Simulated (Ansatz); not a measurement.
An input meant for `c1c[se]c(-c2ccc(-c3ccc(-c4ccc(-c5ccc(-c6ccc[se]6)[se]5)[se]4)[se]3)[se]2)c1` with charge +1 (charge 1, doublet; atoms displaced at random, 0.15 Å in each coordinate).

```yaml
crystal:
  periodic: [false, false, false]
  atoms:
    - {symbol: C, position_ang: [11.131836, 0.372530, -0.392699]}
    - {symbol: C, position_ang: [11.232986, -0.570076, 0.562257]}
    - {symbol: Se, position_ang: [9.646952, -1.151962, 1.099421]}
    - {symbol: C, position_ang: [8.984381, -0.247999, -0.260239]}
    - {symbol: C, position_ang: [7.292520, 0.075305, -0.071006]}
    - {symbol: C, position_ang: [6.719442, 0.737526, -1.152137]}
    - {symbol: C, position_ang: [5.277471, 0.808803, -1.310977]}
    - {symbol: C, position_ang: [4.503682, 0.114249, -0.415706]}
    - {symbol: C, position_ang: [3.255758, 0.299945, 0.187017]}
    - {symbol: C, position_ang: [2.989219, -0.787072, 0.794701]}
    - {symbol: C, position_ang: [1.240716, -0.878602, 0.944052]}
    - {symbol: C, position_ang: [0.554264, -0.048082, 0.377809]}
    - {symbol: C, position_ang: [-0.621633, 0.047735, -0.129346]}
    - {symbol: C, position_ang: [-1.416607, 0.690196, -1.123924]}
    - {symbol: C, position_ang: [-2.538434, 1.062412, -1.290806]}
    - {symbol: C, position_ang: [-3.551375, -0.085337, -0.038800]}
    - {symbol: C, position_ang: [-4.962082, -0.131351, 0.245981]}
    - {symbol: C, position_ang: [-5.394330, -0.792124, 1.171326]}
    - {symbol: C, position_ang: [-6.683880, -0.847197, 1.248995]}
    - {symbol: C, position_ang: [-7.177909, -0.181564, 0.246092]}
    - {symbol: C, position_ang: [-8.836000, 0.041019, -0.003518]}
    - {symbol: C, position_ang: [-9.757708, -0.375257, 0.834792]}
    - {symbol: C, position_ang: [-10.975905, -0.217878, 0.363749]}
    - {symbol: C, position_ang: [-11.160727, 0.714191, -0.699079]}
    - {symbol: Se, position_ang: [-9.543068, 1.270913, -1.289957]}
    - {symbol: Se, position_ang: [-6.045777, 0.743845, -0.347363]}
    - {symbol: Se, position_ang: [-2.170208, -0.959037, 0.950634]}
    - {symbol: Se, position_ang: [1.921238, 0.543425, -0.819936]}
    - {symbol: Se, position_ang: [6.295175, -0.798114, 0.875614]}
    - {symbol: C, position_ang: [10.129946, 0.289829, -0.883872]}
    - {symbol: H, position_ang: [12.134529, 0.311019, -0.820795]}
    - {symbol: H, position_ang: [12.216526, -1.094312, 1.381210]}
    - {symbol: H, position_ang: [7.391138, 1.623558, -2.079750]}
    - {symbol: H, position_ang: [4.793122, 1.428060, -1.801903]}
    - {symbol: H, position_ang: [3.238522, -1.469103, 1.613817]}
    - {symbol: H, position_ang: [0.818141, -1.406046, 1.772647]}
    - {symbol: H, position_ang: [-0.711829, 1.275945, -1.837084]}
    - {symbol: H, position_ang: [-3.421016, 1.258637, -1.769621]}
    - {symbol: H, position_ang: [-4.485504, -1.383250, 1.686211]}
    - {symbol: H, position_ang: [-7.080966, -1.309773, 2.022366]}
    - {symbol: H, position_ang: [-9.546371, -1.406957, 1.643354]}
    - {symbol: H, position_ang: [-11.611900, -0.537847, 0.936274]}
    - {symbol: H, position_ang: [-12.057544, 0.880080, -1.102066]}
    - {symbol: H, position_ang: [9.544398, 1.131488, -1.700790]}
basis:
  gaussian: {orbitals: "6-31G*", fitting: {mean_field: def2-universal-jkfit}}
total_charge: 1
magnetization: {spin_polarized: true, initial_magnetization: 1}
hamiltonian: {xc: {name: CCSD(T)}}
scf: {omitted_lower_state_checks: [starts]}
```

```sh
$ ansatz run in.yaml --threads 2 --pin off --events-out ev --progress --plain --max-ram 22528MiB --backend cuda --devices 0, --max-vram 18GiB
```

Predict how Ansatz answers.

The program refused the input. The method's name isn't one that the program takes here.
```
Error: YAML parse error: error: line 52 column 19: hamiltonian.xc: no functional is named "CCSD(T)"; the names, which are not case-sensitive, are SVWN5, SPW92, PBE, PBE0, PBEsol, revPBE, revPBE0, RPBE, rPW86-PBE, HSE06, wPBEh, LC-wPBE, HISS, HF, BLYP, B3LYP, B3LYP5, BHLYP, CAM-B3LYP, r2SCAN, r2SCANh, r2SCAN0, r2SCAN50, m-r2SCAN, B97, wB97, wB97X, wB97X-V, B97M-V, wB97M-V, B2PLYP, B2GP-PLYP, PBE0-DH, PBE-QIDH
50 | total_charge: 1
51 | magnetization: {spin_polarized: true, initial_magnetization: 1}
52 | hamiltonian: {xc: {name: CCSD(T)}}
53 | scf: {omitted_lower_state_checks: [starts]}
```
